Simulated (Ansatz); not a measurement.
PBE exchange is replaced step by step with exact exchange (0 % is PBE, 25 % PBE0; no dispersion term), basis def2-TZVP, Ansatz. System: GeH2MeI (CH₅GeI). Charge 0, multiplicity 1. Geometry: PBE0-D4/def2-SVP.

Geometry of the singlet:

```xyz
8

Ge   -0.289    0.130    0.818
H    -1.711   -0.367    1.126
H    -0.073    1.537    1.400
C     0.135    0.039   -1.077
H    -0.555    0.685   -1.643
H     0.035   -0.994   -1.435
H     1.166    0.378   -1.247
I     1.294   -1.408    2.057
```

In the def2 sets I takes a core potential; there is no spin–orbit coupling.

| exact exchange (%) | HOMO (eV) | LUMO (eV) | gap (eV) |
| --- | --- | --- | --- |
| 0 | -6.28 | -1.61 | 4.66 |
| 10 | -6.73 | -1.27 | 5.45 |
| 15 | -6.95 | -1.10 | 5.85 |
| 25 | -7.41 | -0.76 | 6.65 |
| 35 | -7.87 | -0.42 | 7.45 |
| 50 | -8.56 | 0.09 | 8.65 |

Q: Fit a straight line to the column «gap (eV)» against the share of exact exchange and predict its value at 5 %.

A: With x = exact exchange (%) and y = gap (eV): mean x = 22.5, mean y = 6.452; Σ(x − x̄)(y − ȳ) = 130.8, Σ(x − x̄)² = 1638; slope b = 0.07985, intercept a = ȳ − b·x̄ = 4.655. The residuals of the fitted rows reach 0.00. At x = 5 the line gives 4.655 + (0.07985 × 5) = 5.05; the run gave 5.06, 0.01 more than the line.
